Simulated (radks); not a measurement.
Excited configurations of In2+: one electron is placed in a higher orbital outside [Kr] 4d10. The ground configuration is [Kr] 4d10 5s1. Calculated with a radial shooting solver on a logarithmic mesh with Libxc functionals: scalar-relativistic Kohn-Sham, LDA (Slater exchange, Perdew-Wang correlation), spin-polarised, spherical densities, finite nucleus; open shells are filled with parallel spins first (spin-orbit coupling, left out, can overturn this in heavy ions); Fermi nuclear charge, rms radius 4.6156 fm. Excitation = E - E(ground); binding = E(ion) - E, where the ion is the core of charge +3; n* = 3/sqrt(2 binding) in atomic units, and the quantum defect is n - n*.

| outer orbital | excitation (eV) | binding (eV) | n* | eigenvalue (eV) |
|---|---|---|---|---|
| 5d | 16.545 | 12.429 | 3.139 | -10.214 |
| 5f | 23.516 | 5.459 | 4.736 | -4.526 |
| 6p | 18.456 | 10.519 | 3.412 | -9.016 |
| 6d | 21.706 | 7.269 | 4.104 | -6.166 |
| 6f | 25.114 | 3.861 | 5.632 | -3.275 |
| 7s | 21.556 | 7.419 | 4.063 | -6.448 |
| 7d | 24.199 | 4.776 | 5.063 | -4.117 |
| 7f | 26.120 | 2.855 | 6.549 | -2.459 |

The Delta-SCF ionisation energy is 28.975 eV (NIST Atomic Spectra Database: 28.044 eV, measured). Self-interaction in the functional shifts the binding energies and quantum defects, so they are the method's values and not measured ones.
